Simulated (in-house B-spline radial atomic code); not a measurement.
Inner levels of xenon as electrons are removed. A shift is the extra binding of the orbital against the neutral atom ([Kr] 4d10 5s2 5p6). Computed with an all-electron radial atomic-structure program (B-spline basis): non-relativistic Hartree-Fock, average of the configuration, point nuclei.

This level leaves out relativity, spin-orbit splitting included, which matters for heavy ions.

```tsv
ion	configuration	shift of 2s (eV)	shift of 2p (eV)	shift of 1s (eV)	radius of 2s (bohr)	radius of 2p (bohr)	radius of 1s (bohr)	Σ<r²> (bohr²)	change of density at nucleus (bohr⁻³)
Xe35+	[Ar] 3d1	1780.29	1795.33	1840.36	0.11953	0.10178	0.028141	0.92365	166.14
Xe36+	[Ne] 3s2 3p6	1894.94	1911.59	1960.72	0.11938	0.10163	0.028142	0.84184	232.56
Xe37+	[Ne] 3s2 3p5	2000.48	2019.24	2082.69	0.11923	0.10162	0.028138	0.74357	305.53
Xe38+	[Ne] 3s2 3p4	?	?	?	?	?	?	?	?
Xe39+	[Ne] 3s2 3p3	?	?	?	?	?	?	?	?
Xe40+	[Ne] 3s2 3p2	2324.61	2350.24	2459.21	0.11875	0.10122	0.028126	0.46419	533.17
Xe41+	[Ne] 3s2 3p1	?	?	?	?	?	?	?	?
Xe42+	[Ne] 3s2	2546.94	2577.56	2719.05	0.11841	0.10094	0.028118	0.28996	692.25
Xe43+	[Ne] 3s1	2651.19	2687.17	2841.49	0.11841	0.10082	0.028117	0.19816	-641.69
Xe44+	[He] 2s2 2p6	2756.41	2797.87	2965.32	0.11832	0.1007	0.028115	0.10836	-2012.57
Xe45+	[He] 2s2 2p5	2953.99	3029.57	3273.14	0.11764	0.099887	0.028095	0.094666	-1795.31
```

**Question.** Fill in the row of Xe38+.

**Answer.** shift of 2s (eV): 2107.27; shift of 2p (eV): 2128.24; shift of 1s (eV): 2206.43; radius of 2s (bohr): 0.11907; radius of 2p (bohr): 0.10149; radius of 1s (bohr): 0.028134; Σ<r²> (bohr²): 0.64793; change of density at nucleus (bohr⁻³): 379.95.

**Question.** Fill in the row of Xe39+.

**Answer.** shift of 2s (eV): 2215.31; shift of 2p (eV): 2238.57; shift of 1s (eV): 2331.94; radius of 2s (bohr): 0.11891; radius of 2p (bohr): 0.10136; radius of 1s (bohr): 0.02813; Σ<r²> (bohr²): 0.55483; change of density at nucleus (bohr⁻³): 455.83.

**Question.** Fill in the row of Xe41+.

**Answer.** shift of 2s (eV): 2435.15; shift of 2p (eV): 2463.23; shift of 1s (eV): 2588.25; radius of 2s (bohr): 0.11858; radius of 2p (bohr): 0.10108; radius of 1s (bohr): 0.028122; Σ<r²> (bohr²): 0.37593; change of density at nucleus (bohr⁻³): 611.98.
